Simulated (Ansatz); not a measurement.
A made-up structure of BSiH$_{2}$I, singlet:

```json
{"atom": "Si1", "x (Å)": "-0.1882", "y (Å)": "0.5177", "z (Å)": "-0.5658"}
{"atom": "B2", "x (Å)": "0.3989", "y (Å)": "-0.5156", "z (Å)": "0.4176"}
{"atom": "I3", "x (Å)": "1.5377", "y (Å)": "-1.5502", "z (Å)": "1.0223"}
{"atom": "H4", "x (Å)": "-1.3846", "y (Å)": "-0.2201", "z (Å)": "-1.1770"}
{"atom": "H5", "x (Å)": "-0.3639", "y (Å)": "1.7682", "z (Å)": "0.3029"}
```

It is relaxed with PBE-D4/def2-SVP and then PBE0-D4/def2-TZVP (Ansatz 0.2.0). Atoms count as bonded within 1.22 times the sum of their covalent radii (H–H: 0.88 Å). The end point is not checked to be a true minimum.

Question: Does its bonding change? (Judge from chemistry; the calculation decides.)

Answer: By the calculation: No: no bond forms or breaks.

Where it ends: The first stage lowers the energy by 4.96 eV in 9 steps. It ends as BSiH₂I ([SiH2][B][I]):
Si1  (-0.311, 0.618, -0.616)
B2  (0.520, -0.629, 0.487)
I3  (1.898, -1.914, 1.263)
H4  (-1.526, 0.042, -1.252)
H5  (-0.581, 1.883, 0.118)
(Å)

Labels in which every atom is bracketed show which atoms are joined, not bond orders.

For scale, one of the runs: PBE0-D4/def2-TZVP relaxation, 130 basis functions, launched by `ansatz run in.yaml --threads 2 --pin off --events-out ev --progress --plain --max-ram 4352MiB`. Hardware: 2 CPU threads of an Intel Xeon Platinum 8488C, shared host. Wall time about 15 s.
